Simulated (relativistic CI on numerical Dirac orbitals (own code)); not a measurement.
**Sensitivity of the levels of Os33+ to α and to the nuclear radius**

Method of calculation: Dirac-Coulomb-Breit CI, KLI orbitals optimised for each configuration, derivatives by finite differences, unscaled Slater integrals, QED left out (own radial code, finite nucleus).

CI space (outside the closed core [Ar] 3d10): 4s²4p⁶4d⁷, 4s²4p⁵4d⁸, 4s²4p⁶4d⁶4f, 4s²4p⁴4d⁹, 4s4p⁶4d⁸, 4p⁶4d⁹, 4s²4p⁶4d⁶5s, 4s4p⁵4d⁹. Levels of other configurations are missing.

With x = (α/α₀)² − 1 an excitation energy changes as ω = ω₀ + qx; K = 2q/ω₀ is the relative enhancement. Terms are leading LS components, so labels can repeat. The field-shift factor is F = δν/δ⟨r²⟩ for the transition from the lowest level.

Lowest level 4s²4p⁶4d⁷ ⁴F9/2.

```csv
Level,ω₀ (cm⁻¹),q (cm⁻¹),K,F (GHz/fm²)
4s²4p⁶4d⁷ ²P3/2,36730,329.8,0.018,-0.848
4s²4p⁶4d⁷ ²D5/2,57348,8527,0.297,0.224
4s²4p⁶4d⁷ ⁴F7/2,145948,160400,2.2,4.91
4s²4p⁶4d⁷ ²H9/2,173519,154800,1.78,4.92
4s²4p⁶4d⁷ ⁴P3/2,175342,161700,1.84,4.92
4s²4p⁶4d⁷ ⁴P5/2,182204,164500,1.81,5.14
4s²4p⁶4d⁷ ⁴P1/2,187486,159500,1.7,4.15
4s²4p⁶4d⁷ ²H11/2,203344,156500,1.54,5.38
4s²4p⁶4d⁷ ²G7/2,218499,164600,1.51,5.1
4s²4p⁶4d⁷ ²F5/2,234902,153400,1.31,4.91
4s²4p⁶4d⁷ ²D3/2,287597,167800,1.17,5.81
4s²4p⁶4d⁷ ⁴F5/2,318602,315000,1.98,9.49
4s²4p⁶4d⁷ ⁴P3/2,329607,314400,1.91,9.15
```

At this charge energies of transitions that change n are usually good to better than 1 %, and those within a shell (Δn = 0) to a few per cent. Terms inside the open d or f shell come out 10 to 20 % too wide with unscaled integrals.
